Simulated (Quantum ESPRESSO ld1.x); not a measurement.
Results of a calculation; reference values are marked as such.
Task: Te36+, 16 electrons, occupied as [Ne] 3s2 3p4. Code: ld1.x of Quantum ESPRESSO 7.5. Model: non-relativistic Kohn-Sham, LDA (Slater exchange, VWN5 correlation), spin-polarised, spherical densities, point nucleus; open shells are filled with parallel spins first; relativity is left out, which matters for an element this heavy. Some entries of the table are withheld. Estimate them.

orbital,occ.,eigenvalue (Ry),r(max) (bohr),<r> (bohr)
1s up,1,-2381.2185,0.019,0.02926
1s down,1,-2380.8739,0.019,0.02926
2s up,1,-477.8889,0.106,0.1245
2s down,1,-477.5765,0.106,0.1245
2p up,3,-459.1610,0.083,0.1059
2p down,3,-458.7873,0.083,0.1059
3s up,1,-185.0497,0.285,0.3015
3s down,1,-184.1659,0.285,0.3019
3p up,3,-178.1562,(1),0.2873
3p down,1,-177.2479,(2),0.2877
3d up,0,-167.3095,0.212,0.2508
3d down,0,-166.5079,0.212,0.2507
4s up,0,-96.7449,0.567,0.5638
4s down,0,-96.4372,0.572,0.5652

Result: 
(1) 3p up r(max) (bohr): 0.270
(2) 3p down r(max) (bohr): 0.270
